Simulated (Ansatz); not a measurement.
(CdO)2 ring (Cd2O2), relaxed as a singlet with RKS r2SCAN-D4/def2-TZVP in Ansatz, starting from the GFN2-xTB geometry. Force threshold 0.02 eV/Å.

In the def2 sets Cd takes a core potential; there is no spin–orbit coupling. The restricted singlet is unstable towards broken spin symmetry at other levels; at r2SCAN-D4/def2-TZVP this wasn't settled.

Start:

```xyz
4

Cd    1.1394   -0.8097   -0.1173
O     0.2070    0.4884   -1.3651
Cd   -1.1399    0.8088    0.1174
O    -0.2064   -0.4875    1.3650
```

Task: Estimate the energy that the relaxation releases and the steps that it takes.

Result: 22.8 kJ/mol, in 4 steps; 8.5 s on 4 threads of Arm Neoverse V1 on a shared host. No frequencies were taken in this run, so the end may be a saddle point.

Task: Does the start keep its bonding and symmetry?

Result: By distances, no bond broke or formed. The bond that changes most is Cd3–O4, from 2.03 to 2.10 Å (atoms count from 1). Point group D2h at the start, D2h at the end, both within 0.05 Å.

Task: Predict the relaxed structure.

Result: 
```xyz
4

Cd    1.100   -0.781   -0.113
O     0.227    0.535   -1.497
Cd   -1.100    0.781    0.113
O    -0.226   -0.535    1.497
```
Bond lengths (bridged metal pairs left out): 4 × Cd–O 2.10 Å.
